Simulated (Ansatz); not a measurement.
ClFGeH5NSi, SMILES `F[SiH](Cl)[NH][GeH3]`, relaxed with RKS PBE0-D4/def2-TZVP in Ansatz 0.2.0 from a PBE-D4/def2-SVP geometry. The force threshold is 0.005 eV/Å; the program also tests the step.

Total charge 0; spin multiplicity 1.

Start:

```xyz
10

F     0.073    0.811   -2.532
Si    0.232   -0.419   -1.464
Cl    1.800   -1.564   -2.191
N     0.610    0.109    0.124
Ge   -0.574    0.415    1.534
H    -1.051   -1.174   -1.465
H     1.585    0.373    0.303
H    -1.930   -0.170    1.073
H    -0.700    1.935    1.822
H    -0.047   -0.316    2.796
```

(1) How much energy does the relaxation release, and in how many steps? (Best estimate.)

(2) Which bonds change most? (An estimate is asked.)

(3) Give the relaxed structure. (Best estimate.)

Answers

(1) The calculation gave: 1.71 kcal/mol, in 13 steps.

(2) Computed: F1–Si2 from 1.637 to 1.593 Å; Si2–N4 from 1.716 to 1.686 Å; Si2–Cl3 from 2.073 to 2.043 Å; Si2–H6 from 1.489 to 1.472 Å.

(3) Computed: 
```xyz
10

F    -0.046    0.770   -2.441
Si    0.237   -0.431   -1.433
Cl    1.828   -1.441   -2.221
N     0.613    0.078    0.130
Ge   -0.572    0.429    1.506
H    -0.973   -1.269   -1.431
H     1.574    0.323    0.317
H    -1.941   -0.057    1.016
H    -0.600    1.937    1.803
H    -0.120   -0.341    2.756
```
